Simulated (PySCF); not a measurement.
Electric properties by functional and basis

C₂H₆OSSi.
SMILES with atom numbers: `[SiH3:1][O:2][C@H:3]1[CH2:4][S:5]1` (hydrogens: H6, H7, H8 on Si1; H9 on C3; H10, H11 on C4)

Cartesian coordinates in Å at the PBE0-D3(BJ)/def2-SVP level; atoms count from 1:
```xyz
11
C2H6OSSi angstrom
Si     1.8398    0.0748   -0.4670
O      0.2495   -0.0837    0.0564
C     -0.6398   -0.9611   -0.4994
C     -2.0333   -0.5144   -0.6498
S     -1.1726   -0.7257   -2.2359
H      1.8821    0.5250   -1.8873
H      2.4503    1.0847    0.4357
H      2.5494   -1.2356   -0.3426
H     -0.4566   -2.0144   -0.2430
H     -2.8443   -1.2218   -0.4467
H     -2.2330    0.5222   -0.3588
```

PySCF, dipoles from the SCF density, polarisabilities from static response with core orbitals frozen. The structure is a single PBE0-D3(BJ)/def2-SVP conformer in the gas phase; no vibrational or solvent corrections.

Question: How do dipole and polarisability depend on functional and basis here?

Answer: 

```json
{"level": "LDA/def2-SVPD", "μ (D)": "1.206", "α (Å³)": "11.62", "anisotropy (Å³)": "3.17"}
{"level": "PBE/def2-SVPD", "μ (D)": "1.244", "α (Å³)": "11.44", "anisotropy (Å³)": "3.12"}
{"level": "B3LYP/def2-SVPD", "μ (D)": "1.234", "α (Å³)": "11.06", "anisotropy (Å³)": "2.77"}
{"level": "PBE0/def2-SVPD", "μ (D)": "1.282", "α (Å³)": "10.95", "anisotropy (Å³)": "2.75"}
{"level": "BHandHLYP/def2-SVPD", "μ (D)": "1.277", "α (Å³)": "10.62", "anisotropy (Å³)": "2.48"}
{"level": "CAM-B3LYP/def2-SVPD", "μ (D)": "1.231", "α (Å³)": "10.87", "anisotropy (Å³)": "2.59"}
{"level": "wB97X-D/def2-SVPD", "μ (D)": "1.313", "α (Å³)": "10.84", "anisotropy (Å³)": "2.59"}
{"level": "LC-wPBE/def2-SVPD", "μ (D)": "1.277", "α (Å³)": "10.59", "anisotropy (Å³)": "2.50"}
{"level": "HF/def2-SVPD", "μ (D)": "1.428", "α (Å³)": "10.22", "anisotropy (Å³)": "2.21"}
{"level": "PBE0/6-31G*", "μ (D)": "1.425", "α (Å³)": "8.70", "anisotropy (Å³)": "2.71"}
{"level": "PBE0/def2-SVP", "μ (D)": "1.223", "α (Å³)": "8.96", "anisotropy (Å³)": "2.57"}
{"level": "PBE0/6-31+G*", "μ (D)": "1.342", "α (Å³)": "9.96", "anisotropy (Å³)": "2.55"}
{"level": "PBE0/aug-cc-pVDZ", "μ (D)": "1.313", "α (Å³)": "11.11", "anisotropy (Å³)": "2.82"}
{"level": "PBE0/def2-TZVP", "μ (D)": "1.278", "α (Å³)": "10.27", "anisotropy (Å³)": "2.87"}
{"level": "PBE0/def2-TZVPD", "μ (D)": "1.263", "α (Å³)": "11.11", "anisotropy (Å³)": "2.77"}
```

The anisotropy is √(½[(α1 − α2)² + (α2 − α3)² + (α3 − α1)²]). The dipole runs from 1.21 D (LDA/def2-SVPD) to 1.43 D (HF/def2-SVPD). No reference polarisability is at hand; against PBE0 in the largest diffuse basis at hand (def2-TZVPD) the other PBE0 rows deviate by 6-31G* -22%, def2-SVP -19%, 6-31+G* -10%, def2-SVPD -1%, aug-cc-pVDZ 0%, def2-TZVP -8%. In one basis (def2-SVPD) the functionals order the polarisability from HF (lowest) to LDA (highest), a spread of 14%. With PBE0 the polarisability is 9.31 Å³ without diffuse functions (mean of 6-31G*, def2-SVP and def2-TZVP) and 10.78 Å³ with them (mean of 6-31+G*, def2-SVPD, aug-cc-pVDZ and def2-TZVPD).

Without π bonds the low states are Rydberg-like; a valence basis with one diffuse set may place them up to an eV too high.
